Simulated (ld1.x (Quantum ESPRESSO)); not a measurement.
phosphorus (P): excitation energies, all-electron against TM

phosphorus (P), norm-conserving Troullier–Martins (Kleinman–Bylander form), made with ld1.x (Quantum ESPRESSO) 7.5 (PBE, scalar-relativistic). Core [Ne], reference 3s2 3p3. Waves: 3s (bound): rc 1.50 bohr; 3d channel at 0.2 Ry: rc 1.60 bohr; 3p (bound): rc 1.85 bohr. Local part: the p channel. Core correction: Bessel-smoothed model core, default radius (core density twice the valence density).

Energies are relative to the spin-unpolarised reference configuration 3s2 3p3; without spin polarisation the order of configurations can differ from experiment.

```csv
valence configuration,charge,ΔE all-electron (eV),error AE − PS (meV)
3s2 3p0,+3,58.616,+58
3s2 3p3.3,-0.3,-1.307,+0.2
3s1 3p0,+4,110.621,+137
3s1 3p3,+1,18.850,+2.9
3s2 3p2.5,+0.5,3.775,+0.2
```

Problem. What are ΔE and the potential's error for 3s2 3p1?

Solution. ΔE = 28.877 eV all-electron; the error (AE − PS) is +17 meV.

Problem. What are ΔE and the potential's error for 3s2 3p2?

Solution. ΔE = 9.730 eV all-electron; the error (AE − PS) is +2.1 meV.

Levels in the configuration 3s2 3p1:

```
level  all-electron (eV)  pseudo (eV)
   3s            -33.956      -33.925
   3p            -24.275      -24.248
```
